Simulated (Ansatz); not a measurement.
Species: K$_{2}$, net charge 0, singlet state. 
Structure (B3LYP-D3(BJ)/def2-TZVP (Ansatz, an electronic-structure program) minimum search):
```xyz
2

K      0.0000     0.0000    -1.9862
K      0.0000     0.0000     1.9862
```

Basis-set convergence of Hartree-Fock and MP2 correlation energies (hartree) with Ansatz. Valence correlation only, unless marked. Spin-orbit coupling is left out. The frozen core is the preceding noble-gas configuration, with the filled d and f shells of earlier blocks. The outer core of K, Ca and their heavier congeners is not correlated, a term that matters for these elements. No relativistic terms.

The Hartree-Fock reference is unstable (checked in the largest basis), which strains HF and MP2. 

| basis | functions | E(HF) | E(corr, MP2) |
|---|---|---|---|
| def2-SVPD | 54 | -1198.15026 | -0.01400 |
| def2-TZVPPD | 72 | -1198.30179 | -0.01507 |
| def2-QZVPPD | 140 | -1198.32426 | -0.01658 |

Extrapolating the two largest sets (X = 3 and 4) as X^-3: E(corr) = (64·(-0.01658) - 27·(-0.01507))/37 = -0.0177 Eh, an estimate of the basis-set limit. The largest set recovers 93.8 % of it, the smallest 79.2 %.
